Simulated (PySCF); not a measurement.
Species: C5H6BNO2S.
Atom-mapped SMILES: `[CH2:1]=[N:2][c:3]1[cH:4][cH:5][c:6]([B:7]([OH:8])[OH:9])[s:10]1` (hydrogens: H11, H12 on C1; H13 on C4; H14 on C5; H15 on O8; H16 on O9)

Structure used (PBE0-D3(BJ)/def2-SVP), in Å, numbered top down from 1:
```xyz
16
C5H6BNO2S angstrom
C     -2.8669    2.2235   -0.4736
N     -2.6684    1.0157   -0.8138
C     -1.4963    0.3534   -0.5356
C     -1.2287   -0.9403   -0.9400
C      0.0463   -1.3910   -0.5343
C      0.7613   -0.4531    0.1845
B      2.1815   -0.6051    0.7982
O      2.6914    0.4421    1.5084
O      2.8290   -1.7866    0.5831
S     -0.1442    1.0065    0.3629
H     -2.1246    2.8433    0.0651
H     -3.8260    2.6954   -0.7220
H     -1.9541   -1.5136   -1.5167
H      0.4486   -2.3819   -0.7506
H      3.5710    0.3111    1.8724
H      3.7009   -1.8596    0.9800
```

The closed-shell ground state was solved at several levels (PySCF, density fitting, gas phase, non-relativistic).

```json
{"level": "wB97X-D/def2-SVPD", "basis functions": "261", "total energy (Eh)": "-821.9162", "HOMO (eV)": "-8.20", "LUMO (eV)": "-0.17", "gap (eV)": "8.03", "dipole (D)": "3.17"}
{"level": "PBE0/pcSseg-1", "basis functions": "207", "total energy (Eh)": "-821.7856", "HOMO (eV)": "-6.48", "LUMO (eV)": "-1.77", "gap (eV)": "4.71", "dipole (D)": "3.47"}
```

(1) What might wB97X-D/pcSseg-1 (207 basis functions) give for the same quantities?

(2) Over all these levels, which gives the widest orbital gap and which the narrowest?

(3) How far do the dipole and the HOMO energy spread over the levels?

## Answers

(1) Total energy -822.2556 Eh, HOMO -8.17 eV, LUMO -0.10 eV, gap 8.07 eV, dipole 3.48 D.

(2) wB97X-D/pcSseg-1 (range-separated hybrid) has the widest, 8.07 eV, and PBE0/pcSseg-1 (global hybrid, 25 % exact exchange) the narrowest, 4.71 eV. The two share the basis. From the narrowest to the widest the HOMO moves by -1.69 eV and the LUMO by +1.67 eV.

(3) The dipole runs from 3.17 to 3.48 D (mean 3.37 D) and the HOMO from -8.20 to -6.48 eV.

One conformer stands for the species.

wB97X-D is run here without its empirical dispersion term; that term would change no orbital, density or response property at a fixed geometry.
